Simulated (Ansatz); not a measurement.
These are frozen-core CCSD(T)/cc-pVDZ // PBE-D3(BJ)/def2-SVP in Ansatz (a first-principles code) values and carry that method's errors.

Ansatz 0.2 input:
```yaml
crystal:
  periodic: [false, false, false]
  atoms:
    - { symbol: B, position_ang: [-0.914964, -1.760415, -0.973919] }
    - { symbol: C, position_ang: [-0.460684, -0.947154, 0.274029] }
    - { symbol: C, position_ang: [-1.577039, -0.209636, 1.036323] }
    - { symbol: C, position_ang: [-1.938364, 1.092405, 0.308471] }
    - { symbol: C, position_ang: [-0.708278, 1.990038, 0.126192] }
    - { symbol: C, position_ang: [0.450496, 1.248664, -0.552373] }
    - { symbol: C, position_ang: [0.812569, -0.06002, 0.186727] }
    - { symbol: C, position_ang: [1.992903, -0.74543, -0.444031] }
    - { symbol: C, position_ang: [3.130895, -1.063883, 0.197173] }
    - { symbol: H, position_ang: [-2.054981, -2.194638, -1.013796] }
    - { symbol: H, position_ang: [-0.148171, -2.0869, -1.861333] }
    - { symbol: H, position_ang: [-0.185387, -1.880944, 0.854993] }
    - { symbol: H, position_ang: [-1.239168, 0.033276, 2.069376] }
    - { symbol: H, position_ang: [-2.470678, -0.85976, 1.133548] }
    - { symbol: H, position_ang: [-2.359723, 0.836259, -0.691066] }
    - { symbol: H, position_ang: [-2.736852, 1.637316, 0.854418] }
    - { symbol: H, position_ang: [-0.972021, 2.89982, -0.453162] }
    - { symbol: H, position_ang: [-0.369912, 2.345967, 1.125459] }
    - { symbol: H, position_ang: [0.170913, 0.992728, -1.60072] }
    - { symbol: H, position_ang: [1.345553, 1.901925, -0.616487] }
    - { symbol: H, position_ang: [1.099942, 0.21538, 1.22832] }
    - { symbol: H, position_ang: [1.8975, -0.987844, -1.517634] }
    - { symbol: H, position_ang: [3.268636, -0.836163, 1.268213] }
    - { symbol: H, position_ang: [3.966822, -1.560987, -0.319447] }
basis:
  gaussian: { orbitals: cc-pVDZ }
correlation:
  method: ccsd_t
```

Output:

```
Functional definition: HF
1827 factors; integrals over basis functions are off by at most 1.1e-3 eV
mean field evaluation 1: about -9146.8551 eV, gradient 3.9e1 eV
mean field evaluation 2: about -9147.2421 eV, gradient 3.9e1 eV
mean field evaluation 4: about -9152.3215 eV, gradient 6.0e0 eV
mean field evaluation 8: about -9152.4275 eV, gradient 1.9e-4 eV
mean field evaluation 16: about -9152.0429 eV, gradient 2.4e-1 eV
mean field -9152.42753339 eV, -336.3455081138 hartree, gradient 5.2e-6 eV, S^2 0.000000; 0 other end points of the search recorded, 0 dependent functions left out
9 core orbitals not correlated
reference -9152.42753339 eV, -336.3455081138 hartree; 25, 25 occupied and 167, 167 virtual orbitals, 1827 factors
second order -32.75870321 eV of doubles, -0.00000000 eV of singles
cycle   1  -34.48230925 eV  change    -1.7e0 eV  update   1.2e-1
cycle   2  -35.44963791 eV  change   -9.7e-1 eV  update   3.7e-2
cycle   3  -35.60394465 eV  change   -1.5e-1 eV  update   1.5e-2
cycle   4  -35.60547280 eV  change   -1.5e-3 eV  update   4.4e-3
cycle   5  -35.60758818 eV  change   -2.1e-3 eV  update   1.6e-3
cycle   6  -35.60764977 eV  change   -6.2e-5 eV  update   5.2e-4
cycle   7  -35.60733516 eV  change    3.1e-4 eV  update   1.9e-4
cycle   8  -35.60732051 eV  change    1.5e-5 eV  update   8.5e-5
cycle   9  -35.60730825 eV  change    1.2e-5 eV  update   3.4e-5
perturbative correction -1.24011125 eV, -0.0455732478 hartree
Total energy: -9189.27495289 eV, -337.6996258043 hartree
```

Cost: about 7 core-minutes (a rough figure).
